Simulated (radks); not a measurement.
The numbers below are computed, except where a source is named.
Question: All-electron atom: Ca+ in [Ar] 4s1 (the NIST ground configuration). Code: a radial shooting solver on a logarithmic mesh with Libxc functionals. Model: non-relativistic Kohn-Sham, PBE, spin-polarised, spherical densities, point nucleus; open shells are filled with parallel spins first. Some entries of the table are withheld. Estimate them.

| orbital | occ. | eigenvalue (eV) | <r> (bohr) | <r^2> (bohr^2) |
|---|---|---|---|---|
| 1s up | 1 | -3934.927 | 0.07737 | 0.008038 |
| 1s down | 1 | -3934.897 | 0.07737 | 0.008038 |
| 2s up | 1 | -417.6145 | 0.3667 | 0.1592 |
| 2s down | 1 | -417.5833 | 0.3667 | 0.1592 |
| 2p up | 3 | -341.4046 | 0.3286 | 0.1336 |
| 2p down | 3 | -341.3750 | 0.3286 | 0.1336 |
| 3s up | 1 | -53.5752 | 1.162 | (1) |
| 3s down | 1 | -53.4576 | 1.160 | (2) |
| 3p up | 3 | -34.9373 | 1.270 | 1.903 |
| 3p down | 3 | -34.7863 | 1.266 | 1.886 |
| 4s up | 1 | -9.3035 | 3.592 | 14.60 |
| 3d up | 0 | -8.6167 | (3) | 5.185 |
| 3d down | 0 | -8.1722 | (4) | 4.514 |
| 4p up | 0 | -6.2648 | 4.355 | 21.54 |

Answer: 
(1) 3s up <r^2> (bohr^2): 1.557
(2) 3s down <r^2> (bohr^2): 1.552
(3) 3d up <r> (bohr): 1.987
(4) 3d down <r> (bohr): 1.869
